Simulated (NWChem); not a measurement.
All runs are NWChem calculations. System: silole (C4H6Si), charge 0, spin multiplicity 1, at a geometry optimised with PBE0/def2-SVP. Level: RHF/def2-SVP.

Part of the output:

```
             Northwest Computational Chemistry Package (NWChem) 7.3.0
             --------------------------------------------------------

                                NWChem Input Module
                                -------------------

 Scaling coordinates for geometry "geometry" by  1.889725989
 (inverse scale =  0.529177249)

 Turning off AUTOSYM since
 SYMMETRY directive was detected!

                             Geometry "geometry" -> ""
                             -------------------------

 Output coordinates in angstroms (scale by  1.889725989 to convert to a.u.)

  No.       Tag          Charge          X              Y              Z
 ---- ---------------- ---------- -------------- -------------- --------------
    1 C                    6.0000    -0.74045900     0.00000000     1.29132700
    2 C                    6.0000    -1.35529400     0.00000000     0.08956100
    3 Si                  14.0000     0.00000000     0.00000000    -1.20498700
    4 C                    6.0000     1.35529400     0.00000000     0.08956100
    5 C                    6.0000     0.74045900     0.00000000     1.29132700
    6 H                    1.0000    -1.28051600     0.00000000     2.24524600
    7 H                    1.0000    -2.44233900     0.00000000    -0.01231000
    8 H                    1.0000     0.00000000     1.21092400    -2.08335800
    9 H                    1.0000     0.00000000    -1.21092400    -2.08335800
   10 H                    1.0000     2.44233900     0.00000000    -0.01231000
   11 H                    1.0000     1.28051600     0.00000000     2.24524600

 Effective nuclear repulsion energy (a.u.)     200.8032743941

            Nuclear Dipole moment (a.u.)
            ----------------------------
        X                 Y               Z
 ---------------- ---------------- ----------------
     0.0000000000     0.0000000000    -0.0000113384

      Symmetry information
      --------------------

 Group name             C2v
 Group number             16
 Group order               4
 No. of unique centers     6

      Symmetry unique atoms

     1    2    3    6    7    8


 Summary of "ao basis" -> "" (spherical)
 ------------------------------------------------------------------------------
       Tag                 Description            Shells   Functions and Types
 ---------------- ------------------------------  ------  ---------------------
 *                          def2-svp                  on all atoms
[...]
    86     -0.156660   8 H  s                91      0.156660   9 H  s

 Vector   22  Occ=2.000000D+00  E=-3.256446D-01  Symmetry=a2
              MO Center= -9.4D-16,  2.0D-17,  4.9D-01, r^2= 2.9D+00
   Bfn.  Coefficient  Atom+Function         Bfn.  Coefficient  Atom+Function
  ----- ------------  ---------------      ----- ------------  ---------------
    19      0.313271   2 C  py               51     -0.313271   4 C  py
    22      0.276673   2 C  py               54     -0.276673   4 C  py
     5      0.238675   1 C  py               65     -0.238675   5 C  py
     8      0.212882   1 C  py               68     -0.212882   5 C  py

 Vector   23  Occ=0.000000D+00  E= 8.085786D-02  Symmetry=b2
              MO Center=  1.1D-15, -2.9D-16,  2.8D-01, r^2= 3.8D+00
   Bfn.  Coefficient  Atom+Function         Bfn.  Coefficient  Atom+Function
  ----- ------------  ---------------      ----- ------------  ---------------
    40      0.402024   3 Si py               22      0.381780   2 C  py
    54      0.381780   4 C  py               86     -0.358068   8 H  s
    91      0.358068   9 H  s                 8     -0.351523   1 C  py
    68     -0.351523   5 C  py               19      0.241661   2 C  py
    51      0.241661   4 C  py                5     -0.226515   1 C  py

 Vector   24  Occ=0.000000D+00  E= 1.744168D-01  Symmetry=b1
              MO Center= -2.0D-16, -1.8D-17, -1.5D+00, r^2= 4.3D+00
   Bfn.  Coefficient  Atom+Function         Bfn.  Coefficient  Atom+Function
  ----- ------------  ---------------      ----- ------------  ---------------
    39      1.579019   3 Si px               17      1.287746   2 C  s
    49     -1.287746   4 C  s                81     -0.413792   7 H  s
    96      0.413792  10 H  s                23     -0.370862   2 C  pz
    55      0.370862   4 C  pz                3     -0.252951   1 C  s
    63      0.252951   5 C  s

 Vector   25  Occ=0.000000D+00  E= 1.877080D-01  Symmetry=a1
              MO Center=  5.1D-16, -6.3D-17,  1.0D+00, r^2= 8.6D+00
   Bfn.  Coefficient  Atom+Function         Bfn.  Coefficient  Atom+Function
  ----- ------------  ---------------      ----- ------------  ---------------
    76      1.081247   6 H  s               101      1.081247  11 H  s
    17     -0.899269   2 C  s                49     -0.899269   4 C  s
    41      0.850146   3 Si pz                3     -0.817202   1 C  s
    63     -0.817202   5 C  s                81      0.728871   7 H  s
    96      0.728871  10 H  s                86      0.426635   8 H  s

 center of mass
 --------------
 x =  -0.00000000 y =   0.00000000 z =  -0.00619806

 moments of inertia (a.u.)
 ------------------
         366.749481755202           0.000000000000           0.000000000000
           0.000000000000         615.350219294241           0.000000000000
           0.000000000000           0.000000000000         269.710170316183

  Mulliken analysis of the total density
  --------------------------------------

    Atom       Charge   Shell Charges
 -----------   ------   -------------------------------------------------------
    1 C    6     6.04   1.99  0.89  0.26  1.98  0.87  0.05
    2 C    6     6.36   1.99  0.87  0.37  1.99  1.09  0.03
    3 Si  14    13.17   2.00  1.99  0.93  0.10  5.94  1.23  0.70  0.27
    4 C    6     6.36   1.99  0.87  0.37  1.99  1.09  0.03
    5 C    6     6.04   1.99  0.89  0.26  1.98  0.87  0.05
    6 H    1     0.95   0.75  0.17  0.02
    7 H    1     0.94   0.74  0.17  0.03
    8 H    1     1.14   0.74  0.39  0.01
    9 H    1     1.14   0.74  0.39  0.01
   10 H    1     0.94   0.74  0.17  0.03
   11 H    1     0.95   0.75  0.17  0.02

       Multipole analysis of the density wrt the origin
       ------------------------------------------------

     L   x y z        total         open         nuclear
     -   - - -        -----         ----         -------
     0   0 0 0     -0.000000      0.000000     44.000000

     1   1 0 0     -0.000000      0.000000      0.000000
     1   0 1 0      0.000000      0.000000      0.000000
     1   0 0 1      0.269120      0.000000     -0.000011

     2   2 0 0    -26.821267      0.000000    156.522243
     2   1 1 0      0.000000      0.000000      0.000000
     2   1 0 1     -0.000000      0.000000      0.000000
     2   0 2 0    -31.441046      0.000000     10.472767
     2   0 1 1     -0.000000      0.000000      0.000000
     2   0 0 2    -27.084706      0.000000    211.399129

 Task  times  cpu:        1.0s     wall:        1.0s

 Total times  cpu:        1.0s     wall:        1.0s
```

Write an NWChem input that would produce this output.

One answer among several that fit: 
```
start mol
memory heap 200 mb stack 900 mb global 1100 mb
geometry units angstroms nocenter noautoz
  C     -0.740459     0.000000     1.291327
  C     -1.355294     0.000000     0.089561
  Si     0.000000     0.000000    -1.204987
  C      1.355294     0.000000     0.089561
  C      0.740459     0.000000     1.291327
  H     -1.280516     0.000000     2.245246
  H     -2.442339     0.000000    -0.012310
  H      0.000000     1.210924    -2.083358
  H      0.000000    -1.210924    -2.083358
  H      2.442339     0.000000    -0.012310
  H      1.280516     0.000000     2.245246
  symmetry group C2v
end
basis spherical
  * library def2-svp
end
scf
  rhf
  nopen 0
  maxiter 100
  thresh 1e-7
  semidirect memsize 60000000 filesize 0
end
task scf energy
```
